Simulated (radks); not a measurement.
Problem. Spherical quantum dot in the effective-mass picture: electrons in a parabolic well V = omega^2 r^2 / 2 with omega = 0.703, with a point charge +2 (a donor) at the centre, all in effective atomic units (hartree* = m*/eps^2 hartree, bohr* = eps/m* bohr), one dielectric constant everywhere. Calculated with a radial shooting solver with Libxc functionals: non-relativistic Kohn-Sham, r2SCAN, spin-polarised, spherical densities, generalised Kohn-Sham scheme. Levels are named by radial order and angular momentum (1s, 1p, 1d, 2s, ...), and open shells are averaged over m. At N = 28 the configuration is 1s2 1p6 1d10 2s2 1f(up 7, down 0) 2p(up 1, down 0). Does electron 29 go into 2p down or 1f down or 2p up?

Solution. Into 2p up. The total energies of the other choices lie higher by 0.0465 hartree* (1f down), 0.0822 hartree* (2p down).
